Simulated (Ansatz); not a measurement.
`B[SiH](Cl)BN` + `O[SiH3]` → `NBO[SiH3]` + `B[SiH2]Cl`  (cleavage of the B–Si bond)

Computed with Ansatz on PBE0-D4/def2-TZVP structures; ΔE is electronic, products minus reactants. CCSD(T)/CBS is the MP2 limit (def2-TZVPP, def2-QZVPP) plus CCSD(T) − MP2 in def2-TZVPP, frozen cores. DFT in def2-TZVPP. HSE06 is defined as in plane-wave codes. Each species was taken in one conformer, which may not be the lowest.

`B[SiH](Cl)BN`:

```xyz
11

B     0.433   -2.195    0.315
Si    0.040   -0.331    0.907
Cl   -1.975   -0.069    1.408
B     0.468    1.010   -0.544
N    -0.563    1.788   -1.032
H    -0.414   -3.001    0.075
H     1.576   -2.509    0.145
H     0.816   -0.037    2.147
H     1.571    1.143   -0.991
H    -0.445    2.485   -1.749
H    -1.506    1.716   -0.681
```

`O[SiH3]`:

Z-matrix (Å, degrees):
```
Si
O 1 1.648
H 1 1.489 2 111.7
H 1 1.489 2 111.7 3 120.9
H 1 1.481 2 105.9 3 -119.6
H 2 0.957 1 117.9 3 -60.5
```

`NBO[SiH3]`:

Cartesian coordinates in Å:
```
N -0.253 1.244 1.744
B -0.472 0.268 0.771
O 0.428 0.128 -0.253
Si 0.495 -0.886 -1.542
H -0.879 1.389 2.515
H 0.544 1.857 1.729
H -1.443 -0.437 0.841
H 0.501 -0.080 -2.788
H 1.750 -1.675 -1.467
H -0.672 -1.807 -1.550
```

`B[SiH2]Cl`:

```xyz
7

B    -0.951   -0.594    0.516
Si    0.531    0.413   -0.378
Cl    2.399    0.004    0.398
H    -2.070   -0.406    0.134
H    -0.779   -1.373    1.404
H     0.566    0.076   -1.828
H     0.305    1.878   -0.246
```

```json
{"level": "B97M-V", "ΔE (kJ/mol)": "-120.8"}
{"level": "HSE06-D4", "ΔE (kJ/mol)": "-110.7"}
```

Task: What does CCSD(T)/CBS give? (An estimate is asked.)

Result: The calculation gave: -119.0 kJ/mol. The listed levels differ from it by -1.8, 8.3 kJ/mol.

Largest T1 diagnostic among the species: 0.013.

In def2-TZVPP, CCSD(T) changes the Hartree–Fock value by +31.9 kJ/mol (the triples alone add +4.7 kJ/mol) and MP2 by +29.1 kJ/mol. At CCSD(T), def2-SVP lies −13.6 kJ/mol from the extrapolated value and def2-TZVPP −1.9 kJ/mol.
